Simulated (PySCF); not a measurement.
# Name the molecule from its bond curve

A diatomic of charge 0 contains O. Its singlet curve at RHF-CCSD(T) in a triple-zeta basis (no relativity, PySCF), in eV from the separated fragments:

(R (Å), E (eV)): (1.192, -3.656), (1.246, -4.065), (1.285, -4.227), (1.325, -4.292), (1.365, -4.283), (1.418, -4.178), (1.484, -3.944), (1.563, -3.565)

The fit gives ωe = 1443 cm⁻¹ and the rotational constant Bₑ = 1.632 cm⁻¹.

Which atom is the partner?

The minimum lies at 1.339 Å, so the reduced mass is 16.8576 u Å² cm⁻¹/(Bₑ·Re²) = 5.761 u. With O at 15.99 u the partner weighs about 9.0 u: Be. The molecule is BeO.

Correlated steps freeze 1 core orbital. The CCSD T1 diagnostic is raised, a sign that a single reference may not be enough here.
